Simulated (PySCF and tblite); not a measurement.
The numbers below are computed, except where a source is named.
Conformer ensemble of C₆H₁₀O, numbered as in [CH3:1][O:2][C:3]1=[CH:4][CH2:5][CH2:6][CH2:7]1

The ensemble was built from 90 distance-geometry starts (ETKDG, MMFF94s, GFN2-xTB) and rests on GFN2-xTB geometries. Weights use PBE0-D3(BJ)/pcSseg-1 energies plus GFN2-xTB zero-point and thermal terms (modes under about 100 cm⁻¹ blended into free rotors). Symmetry numbers and mirror images are counted. Conformers within 3 kcal/mol (GFN2-xTB free energy) were kept, 10 at most. GIAO shieldings: PBE0/pcSseg-1. Couplings: B3LYP/6-31G* with pcJ-1 on H (gas phase; spin-dipole term only for pairs with B, N, F, Si or P). Couplings are for ¹H; a prime marks the second kind of pair between the same two sets of atoms. H–H couplings come out 0.1 to 0.9 Hz lower than with pcJ-1 on all atoms. Shifts are against TMS (¹H), TMS (¹³C) at the same level. Programs: PySCF with density fitting and tblite.

Torsions listed: C1–O2–C3–C7. The 5-ring runs over atoms 3–4–5–6–7. Of a mirror pair one member is shown.

| conformer | shape | symmetry | E(GFN2) kcal/mol | E(DFT) kcal/mol | G(298.15 K) kcal/mol | weight % | dipole D |
| --- | --- | --- | --- | --- | --- | --- | --- |
| 1 | 5-ring envelope (ring torsions 13, -21, 21, -13, 0°); 179° | C1 (pair) | 0.00 | 0.00 | 0.00 | 99.9 | 0.88 |
| 2 | 5-ring envelope (ring torsions 12, -18, 18, -12, 0°); -6° | C1 (pair) | 2.52 | 4.52 | 4.26 | 0.1 | 1.87 |

Weights (%) against temperature:

| T (K) | 1 | 2 | S(mix) cal/mol/K |
| --- | --- | --- | --- |
| 200 | 100.0 | 0.0 | 1.38 |
| 250 | 100.0 | 0.0 | 1.38 |
| 298.15 | 99.9 | 0.1 | 1.39 |
| 350 | 99.8 | 0.2 | 1.41 |
| 400 | 99.5 | 0.5 | 1.44 |

Averaged shifts at 298.15 K. ¹H: 4.35 (H4, 1H), 3.74 (H1, 3H), 2.52 (H5, 2H), 2.47 (H7, 2H), 1.87 (H6, 2H) ppm. ¹³C: 169.7 (C3), 97.0 (C4), 57.8 (C1), 36.8 (C7), 33.7 (C5), 24.5 (C6) ppm.

Averaged couplings (Hz): ²J(H1,H1) -11.2, ³J(H4,H5) 2.9, ²J(H5,H5) -15.2, ³J(H5,H6) 4.8, ³J(H5,H6′) 10.0, ²J(H6,H6) -13.1, ³J(H6,H7) 10.6, ³J(H6,H7′) 5.4, ²J(H7,H7) -16.0.

Coordinates of conformer 1 (Å):

```xyz
17

C    -2.545   -0.828   -0.332
O    -1.802   -0.085    0.605
C    -0.477    0.057    0.346
C     0.266   -0.389   -0.661
C     1.695    0.051   -0.517
C     1.773    0.559    0.934
C     0.323    0.868    1.331
H    -2.169   -1.853   -0.409
H    -3.570   -0.841    0.034
H    -2.513   -0.362   -1.322
H    -0.059   -0.965   -1.508
H     2.397   -0.762   -0.705
H     1.920    0.851   -1.230
H     2.421    1.427    1.033
H     2.166   -0.231    1.574
H     0.086    1.927    1.211
H     0.094    0.590    2.359
```

Coordinates of conformer 2 (Å):

```xyz
17

C     2.395    0.429    1.064
O     1.385    1.229    0.501
C     0.259    0.609    0.045
C    -0.794    1.256   -0.443
C    -1.854    0.312   -0.923
C    -1.405   -1.049   -0.364
C     0.083   -0.887   -0.018
H     3.211    1.109    1.304
H     2.755   -0.330    0.362
H     2.060   -0.062    1.984
H    -0.886    2.322   -0.528
H    -1.889    0.303   -2.017
H    -2.847    0.592   -0.567
H    -1.967   -1.276    0.542
H    -1.571   -1.859   -1.073
H     0.336   -1.381    0.921
H     0.723   -1.306   -0.800
```

Shifts are unscaled: against experiment ¹³C can be off by 15 ppm or more and ¹H by 0.8 ppm.

Search and properties took 2.6 min on 1 thread of Arm Neoverse N1 (shared host) (rough), launched as `OMP_NUM_THREADS=1 python ens_run.py task.json out`.
